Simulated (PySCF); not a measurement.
CH₃Mg, SMILES [Mg+][CH3], charge +1. Atoms are numbered in the order given.

```xyz
5

Mg     0.0000     0.0000    -0.9302
C      0.0000     0.0000     1.1336
H     -0.9019     0.5207     1.4539
H      0.9019     0.5207     1.4539
H      0.0000    -1.0415     1.4539
```
Charge +1, spin multiplicity 1.

Geometry optimised at PBE0-D3(BJ)/def2-TZVP. The spin state was assumed, not searched. The isomer is the one that the SMILES or the coordinates give; other isomers of the formula were not compared.

Two levels are set side by side: PBE/pcSseg-2 (PySCF) and HF/pcSseg-2 (PySCF). GIAO shifts against TMS (¹H), TMS (¹³C) at the same level; non-relativistic, no solvent, atoms listed together averaged. Differences are taken from unrounded values.

```tsv
quantity	HF
δ(¹³C) of C2 (ppm)	1.7
δ(¹H) of H3, H4, H5 (ppm)	1.67
```

Question: What does PBE give, and how far is it from HF? (The exact figures need the calculation; the answer reports its results.)

Answer: 
```json
[
 {"quantity": "δ(¹³C) of C2 (ppm)", "PBE": "15.3", "PBE minus HF": "13.6"},
 {"quantity": "δ(¹H) of H3, H4, H5 (ppm)", "PBE": "2.29", "PBE minus HF": "0.62"}
]
```

Rough cost on one machine, each run with all the roots and properties that it gave: HF against PBE within a factor of 2.
